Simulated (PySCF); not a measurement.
**Zr (zirconium, neutral) across methods**

[Kr] 4d2 5s1 5p1, one real determinant (an excited configuration). Computed with PySCF 2.14 in x2c-QZVPPall (13s8p7d3f2g, 111 functions), with scalar relativity by spin-free X2C-1e.

| method | E (hartree) | mean ε 4d α (eV) | mean ε 5s α (eV) | mean ε 5p α (eV) | Σ⟨r²⟩ (bohr²) | ⟨S²⟩ |
| --- | --- | --- | --- | --- | --- | --- |
| TPSS | -3598.07 | -5.533 | -5.470 | -2.386 | 73.60 | 6.001 |
| r2SCAN | -3598.21 | -5.758 | -5.698 | -2.465 | 73.38 | 6.002 |
| BLYP | -3598.32 | -5.174 | -5.359 | -2.145 | 74.70 | 6.001 |
| PBE0 | -3597.89 | -6.639 | -6.272 | -2.987 | 73.54 | 6.001 |
| M06-2X | -3598.44 | -7.492 | -7.101 | -3.491 | 72.84 | 6.001 |
| LDA | -3593.76 | -5.344 | -5.745 | -2.434 | 73.56 | 6.000 |
| UHF | -3596.19555 | -9.836 | -8.103 | -4.573 | 74.97 | 6.005 |

**Question.** Estimate the same row for PBE.

**Answer.** E (hartree) = -3597.82; mean ε 4d α (eV) = -5.415; mean ε 5s α (eV) = -5.573; mean ε 5p α (eV) = -2.402; Σ⟨r²⟩ (bohr²) = 73.89; ⟨S²⟩ = 6.001.

⟨L²⟩ = 13.94 against 20 for a pure G term, so this real determinant mixes terms.
